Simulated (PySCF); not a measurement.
Stationary points of ClTiN

Method: PBE0/[Ti def2-TZVP, N def2-TZVP, Cl def2-TZVP], no relativity, density fitting, PySCF.

Relaxations began from a few typed shapes. The search is not exhaustive: other isomers or separated fragments can lie lower, and high-lying points may rest on an excited occupation.

Q: Order these stationary points by electronic energy, lowest first, in kJ/mol from the lowest minimum.
A. singlet C∞v: Ti–Cl 2.378 Å, Ti–N 1.547 Å; Cl–Ti–N 180.0°
B. singlet Cs: Ti–Cl 2.275 Å, Ti–N 1.545 Å; Cl–Ti–N 117.9°

A: B (0.0), A (47.4).

Q: Which of them are minima?

A: By energy in kJ/mol, 0.0: minimum; 47.4: saddle point, 2 imaginary modes.

Formally Ti is in oxidation state +4, d0. The polar-tensor charge on Ti, 1.59, is far below the formal one.

For the lowest minimum: stability towards spin polarisation was not tested.
